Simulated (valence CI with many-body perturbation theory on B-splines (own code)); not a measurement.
## Sm XXII in brief

Calculated by relativistic CI+MBPT: five valence electrons over a frozen Dirac-Fock core [Kr], a basis of 7 s, 7 p, 8 d, 6 f, 4 g, 1 h functions for each j, with the one-electron correlation potential Σ1, the two-electron term Σ2, the three-electron term Σ3, Breit, model QED; selected CI, second order for the rest, scaled by the run's own slope (own B-spline code, finite nucleus).

No measured levels were compared; by estimate terms of the open shell hold to 2 to 4 % of their energy, and close levels can change places. Among the levels kept, up to 450 cm⁻¹ of a level comes from second order outside the variational space, and about a tenth of that is noise between levels of different J, which matters for small intervals. The list stops below the first excitations out of the core.

Levels are named by their leading jj configuration (3d3/2^4 stands for four electrons in 3d with j = 3/2), which in mixed levels can hold well under half, so a name can repeat and another be missing.

Rates and lifetimes use the calculated energies. Strong lines usually hold to 10 to 20 %, long lifetimes can be off by a factor of two.

What is the ground level?

(4d3/2^4 4d5/2) J=5/2, composition 56 % 4d5 6S + 27 % 4d5 4P + 7 % 4d5 2D, g = 1.752.

What is the ionisation energy?

658.74 eV; NIST lists 658 ± 4 eV (theoretical).

How well does LS coupling describe the low levels?

Among the lowest 20 levels the leading LS term, summed over configurations, holds 51 % on average. For single configurations the figures are 50 % in LS and 77 % in jj coupling. Terms mix most in the J = 7/2 level at 10.980 eV, where the leading one holds 23 %.
